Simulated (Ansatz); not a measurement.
`C[S][Sn][NH2]` + HBr → `[NH2][Sn][Br]` + CH₃SH at 400 K and 1 bar (ligand exchange at the Sn–S bond).

Calculated with Ansatz (gas phase, PBE0-D4/def2-TZVP geometries, no zero-point term in ΔE). CCSD(T)/CBS adds triple-zeta CCSD(T) − MP2 to the extrapolated MP2 energy (def2 sets, frozen cores). This one scheme is used for every species. Elements past krypton have def2 core potentials. For Br, Sn outer-core shells are correlated without core-valence functions, which leaves a few kJ/mol of doubt a bond. Scalar relativity is left out up to krypton. Each species was taken in one conformer, which may not be the lowest.

| species | CCSD(T)/CBS energy (Eh) | H − E (kJ/mol) | S (J/(mol·K)) |
| --- | --- | --- | --- |
| `C[S][Sn][NH2]` | -707.61808 | 199.5 | 386.1 |
| HBr | -2573.91920 | 27.6 | 207.2 |
| `[NH2][Sn][Br]` | -2843.33195 | 90.0 | 342.2 |
| CH₃SH | -438.22835 | 138.7 | 269.4 |

H − E and S are ideal-gas, rigid-rotor, harmonic terms from PBE0-D4/def2-TZVP, for one conformer and one mirror image of each species. 1 Eh = 2625.50 kJ/mol, R = 8.31446 J/(mol·K).

Question: By hand: ΔE, ΔH, ΔS and ΔG.

Answer: ΔE = (-2843.33195) + (-438.22835) − (-707.61808) − (-2573.91920) = -0.02302 Eh = -60.4 kJ/mol. Δ(H − E) = 90.0 + 138.7 − 199.5 − 27.6 = 1.6, so ΔH = -58.8 kJ/mol. ΔS = 342.2 + 269.4 − 386.1 − 207.2 = 18.3 J/(mol·K). ΔG = -58.8 − 400 × (18.3)/1000 = -66.1 kJ/mol.

Question: By hand: the equilibrium constant, and the temperature at which ΔG would vanish if ΔH and ΔS stayed fixed.

Answer: log₁₀ K = −ΔG/(RT ln 10) = 8.6. ΔH and −TΔS have one sign here, so there is no such temperature.

ΔH outweighs TΔS. A doubt of 5 kJ/mol in ΔE shifts log₁₀ K by 0.7 here. Other conformers and mirror images would add mixing entropy, several J/(mol·K) or more a flexible species. These are equilibria of isolated gas molecules and say nothing of rates. Largest T1 diagnostic: 0.016 (customary marks: 0.02 for closed shells, 0.045 for open ones).
